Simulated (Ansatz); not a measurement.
Molecule: KI (charge 0, singlet). 
Geometry from a B3LYP-D3(BJ)/def2-TZVP (Ansatz, a first-principles code) optimisation:
```xyz
2

K      0.0000     0.0000    -2.2761
I      0.0000     0.0000     0.8160
```
Charge 0, spin multiplicity 1.

Total electronic energies in hartree. Valence correlation only, unless marked. No spin-orbit coupling. Frozen are the shells of the preceding noble gas and the d and f shells that filled before the atom's block. The outer core of K, Ca and their heavier congeners is not correlated, a term that matters for these elements. Past Kr the def2 sets carry scalar-relativistic core potentials. STO-3G rows are all-electron and non-relativistic. CBS marks a two-point X^-3 extrapolation of the correlation energy; Hartree-Fock from the larger set.

| level | program | energy (Eh) |
|---|---|---|
| PBE-D4/def2-TZVPD | Ansatz + dftd4 | -897.48244 |
| BLYP-D3(BJ)/def2-TZVPD | Ansatz + dftd3 | -897.65822 |
| BLYP-D4/def2-TZVPD | Ansatz + dftd4 | -897.65721 |
| B2GP-PLYP-D4/def2-TZVPD | Ansatz + dftd4 | -897.10028 |
| RI-MP2/CBS(def2-TZVPPD,def2-QZVPPD) | Ansatz | -896.1030 |
| SCS-MP2/def2-SVPD | Ansatz | -895.93182 |
| SCS-MP2/def2-QZVPP | Ansatz | -896.08743 |
| CCSD(T)/STO-3G | Ansatz | -7443.86344 |
| CCSD(T)/CBS(def2-TZVPPD,def2-QZVPPD) | Ansatz | -896.1269 |

Totals of different functionals don't rank their quality; only differences between species are comparable.
